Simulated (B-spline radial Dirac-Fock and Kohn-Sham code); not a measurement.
# K-line shifts caused by a second vacancy in Ni⁶⁺

System: the Ni⁶⁺ ion, [Ar] 3d4.

Calculated with a B-spline atomic structure program, using Dirac-Fock (average of configuration) total-energy differences with a finite nucleus, the Breit interaction including its frequency dependence, and self-energy and vacuum-polarisation corrections. Each two-hole energy is an average over J within one jj subconfiguration, not an observable level; in light atoms, where LS coupling holds, the j-resolved values are not observed lines, and for a K spectator the Kα1 hypersatellite is nearly forbidden. Electron correlation is not included.

Lines without a spectator: Kα2 (K-L2) 7457.0 eV, Kα1 (K-L3) 7474.1 eV, Kβ3 (K-M2) 8276.5 eV, Kβ1 (K-M3) 8279.0 eV. Shifts in eV with one spectator hole (a dash: not computed, or left out as unreliable):

```
spectator hole     Kα2     Kα1     Kβ3     Kβ1
        K (1s)  +295.7  +298.3  +372.6  +373.1
    L2 (2p1/2)  +27.98   +34.3       –   +80.2
    L3 (2p3/2)   +31.6   +30.4   +77.3       –
    M2 (3p1/2)       –   +3.04   +8.84  +10.71
    M3 (3p3/2)   +2.76       –  +10.21   +9.74
```

With n spectator holes in 2p, averaged over the 2p shell (energies in eV):

```tsv
n	KαLⁿ	step	hypersatellite KαʰLⁿ
0	7468.3	–	7765.8
1	7499.9	+31.6	7798.7
2	7532.8	+32.8	7832.8
3	7566.9	+34.1	7868.2
4	7602.3	+35.4	7904.9
5	7638.9	+36.6	7942.8
```

Run: 18 s of CPU time on 1 thread of Neoverse-V2 (shared host), peak memory 0.46 GiB.
